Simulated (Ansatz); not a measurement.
`O[SiH2][GaH][OH]` + `N[Si](O)(O)O` → `O[SiH2]N[Si](O)(O)O` + `[OH][GaH2]`  (cleavage of the Si–Ga bond)

Computed with Ansatz on PBE0-D4/def2-TZVP structures; ΔE is electronic, products minus reactants. CCSD(T)/CBS is the MP2 limit (def2-TZVPP, def2-QZVPP) plus CCSD(T) − MP2 in def2-TZVPP, frozen cores. DFT in def2-TZVPP. For Ga outer-core shells are correlated without core-valence functions, which leaves a few kJ/mol of doubt a bond. Scalar relativity is left out up to krypton. Each species was taken in one conformer, which may not be the lowest.

Is it downhill or uphill in electronic energy at CCSD(T)/CBS, and by how much? (An estimate is asked.)

The calculation gave: Downhill: ΔE = -67.6 kJ/mol.

What do these levels give: PBE-D4, r2SCAN-D4, ωB97M-V, B2PLYP, PBE0, SCS-MP2/def2-TZVPP, CCSD/def2-TZVPP, CCSD(T)/def2-TZVPP, HF/def2-QZVPP, MP2/def2-QZVPP, SCS-MP2/def2-QZVPP, CCSD/CBS(def2)? (Estimate.)

Ansatz gave: PBE-D4 -49.6, r2SCAN-D4 -64.2, ωB97M-V -71.2, B2PLYP -67.2, PBE0 -54.5, SCS-MP2/def2-TZVPP -77.4, CCSD/def2-TZVPP -72.6, CCSD(T)/def2-TZVPP -71.5, HF/def2-QZVPP -86.2, MP2/def2-QZVPP -75.3, SCS-MP2/def2-QZVPP -76.6, CCSD/CBS(def2) -68.7 kJ/mol.

Largest T1 diagnostic among the species: 0.015.

The D4 term adds −5.6 kJ/mol with B3LYP and −3.5 kJ/mol with PBE0; it sums over pairs of atoms, weighted by their polarisabilities, and B3LYP, whose exchange is more repulsive, gets the larger term. From PBE to PBE0 (25 % exact exchange), in def2-TZVPP and without D4, ΔE moves by −8.6 kJ/mol.

B3LYP here is the variant with VWN-RPA as its local correlation; programs differ in this.
